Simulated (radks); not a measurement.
Ba I, 56 electrons, occupied as [Xe] 6s2 (the NIST ground configuration). Method: Dirac Kohn-Sham, LDA (Slater exchange, Perdew-Wang correlation), spin-unpolarised, spherical densities, finite nucleus; Fermi nuclear charge, rms radius 4.8378 fm; computed with a radial shooting solver on a logarithmic mesh with Libxc functionals.

Unscreened Slater integrals over Kohn-Sham orbitals (eV). Large and small components are both included.

integral,value
"F0(6s1/2,6s1/2)",5.1957
"F0(6s1/2,5p3/2)",6.4857
"G1(6s1/2,5p3/2)",0.50451
"F0(6s1/2,5p1/2)",6.5164
"G1(6s1/2,5p1/2)",0.43654
"F0(6s1/2,5s1/2)",6.5939
"G0(6s1/2,5s1/2)",0.25486
"F0(5p3/2,5p3/2)",12.573
"F2(5p3/2,5p3/2)",6.7411
"F0(5p3/2,5p1/2)",12.857
"G2(5p3/2,5p1/2)",6.8557
"F0(5p3/2,5s1/2)",13.584
"G1(5p3/2,5s1/2)",8.9174
"F0(5p1/2,5p1/2)",13.167
"F0(5p1/2,5s1/2)",13.965
"G1(5p1/2,5s1/2)",9.4724
"F0(5s1/2,5s1/2)",14.959
